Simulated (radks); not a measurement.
Results of a calculation; reference values are marked as such.
Q: The mean radii <r> (bohr) of the occupied orbitals of an atom or ion are listed with their occupations. Code: a radial shooting solver on a logarithmic mesh with Libxc functionals. Model: scalar-relativistic Kohn-Sham, r2SCAN, spin-unpolarised, spherical densities, finite nucleus; meta-GGA in the generalised Kohn-Sham scheme; Fermi nuclear charge, rms radius of each element as measured or else 0.836 A^(1/3) + 0.57 fm.

orbital  occ.      <r>
1s          2  0.09666
2s          2   0.4506
2p          4   0.4051

Name the element and its charge.

A: Z = 16, sulfur, charge +8: S8+ in [He] 2s2 2p4. The 1s radius gives Z: for a bare nucleus <r> = (2 gamma + 1)/(2Z) with gamma = sqrt(1 - (Z/c)^2), 0.09332 bohr for Z = 16, and screening makes it slightly larger (0.09666 here). The occupations add up to 8, and the charge is Z minus that.
